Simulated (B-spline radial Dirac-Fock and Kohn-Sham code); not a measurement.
**Re⁵⁷⁺: L2-M23M23 lines in intermediate coupling**

System: rhenium as Re⁵⁷⁺, configuration 1s2 2s2 2p6 3s2 3p6.

Input of the calculation (task.json; shells as n, l, electrons):

```json
{"items": [{
  "Z": 75,
  "q": 57,
  "cfg": [[1, 0, 2], [2, 0, 2], [2, 1, 6], [3, 0, 2], [3, 1, 6]],
  "A": 187,
  "rrms": 5.3698,
  "do": ["binding", "quiet", "double"]
}]}
```

Launch: `python xray_run.py task.json out`

The computed values come from a B-spline atomic structure program: relaxed Dirac-Fock hole states (ΔSCF) with Breit and QED corrections and a finite nucleus. The two-hole levels come from diagonalising the Coulomb interaction among the jj configurations; intensities are independent-particle Coulomb rates. Kinetic energies are from the vacuum level. No correlation.

```tsv
kinetic energy (eV)	J	leading jj holes (weight)	leading LS term (weight)	intensity (%)
3420.5	0	M2M2 (1.00)	³P0 (0.64)	25.1
3801.1	2	M2M3 (1.00)	¹D2 (0.69)	50.5
3811.9	1	M2M3 (1.00)	³P1 (1.00)	23.2
4162.1	0	M3M3 (1.00)	¹S0 (0.64)	0.7
4183.0	2	M3M3 (1.00)	³P2 (0.69)	0.5
```

The strongest line, by its leading LS label ¹D2, lies at 3801.1 eV. The mean weight of the leading component is 1.00 in jj and 0.73 in LS coupling, so jj labels describe these levels better.
